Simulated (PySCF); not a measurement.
Magnetic susceptibility: `C=C/C=C1/C=C(F)C1`, C$_{7}$H$_{7}$F

Cartesian coordinates in Å; atom numbers follow the order of the lines, from 1:
```xyz
15

C     2.972   -0.156   -0.577
C     1.754   -0.214   -0.045
C     0.563    0.221   -0.732
C    -0.659    0.168   -0.199
C    -2.007    0.522   -0.633
C    -2.524    0.116    0.534
F    -3.754    0.070    1.043
C    -1.216   -0.305    1.147
H     3.135    0.229   -1.570
H     3.845   -0.487   -0.041
H     1.613   -0.604    0.954
H     0.687    0.611   -1.734
H    -2.406    0.941   -1.535
H    -1.111   -1.370    1.350
H    -0.895    0.268    2.016
```

Method: GIAO B97-2/STO-3G magnetisability, rotational g tensor and spin-rotation constants, non-relativistic, gas phase in PySCF. Geometry: GFN2-xTB.

**Question.** What are the magnetisability and the molar susceptibility?

**Answer.** Isotropic -1006 × 10⁻³⁰ J/T², or -60.6 × 10⁻⁶ cm³/mol; principal values -1275, -896, -848 × 10⁻³⁰ J/T², anisotropy 405 × 10⁻³⁰ J/T² (root of half the summed squared differences of the principal values). The susceptibility is in cgs units.

**Question.** Split it along the inertial axes a, b, c into diamagnetic and paramagnetic parts about the centre of mass, with the quadrupole moment.

**Answer.** 
```
axis  χ (10⁻⁶ cm³/mol)  diamagnetic (10⁻⁶ cm³/mol)  paramagnetic (10⁻⁶ cm³/mol)  summed x² of all electrons (Å²)  quadrupole Θ (D Å)
   a             -53.9                      -223.0                        169.1                            310.7               -1.68
   b             -51.2                     -1363.6                       1312.5                             41.8               +3.96
   c             -76.8                     -1495.4                       1418.6                             10.8               -2.28
```
Anisotropies 2χaa − χbb − χcc = +20.1 and 2χbb − χaa − χcc = +28.4 × 10⁻⁶ cm³/mol. Θ is traceless in Buckingham's convention.

**Question.** And the rotational g tensor?

**Answer.** 
```tsv
axis	rotational constant (GHz)	g	nuclear part	electronic part
a	9.5786	-0.0910	0.6699	-0.7608
b	0.8903	-0.0110	0.5379	-0.5489
c	0.8188	+0.0012	0.5468	-0.5457
```
Asymmetric top; isotopes 12C, 19F, 1H; no vibrational averaging.
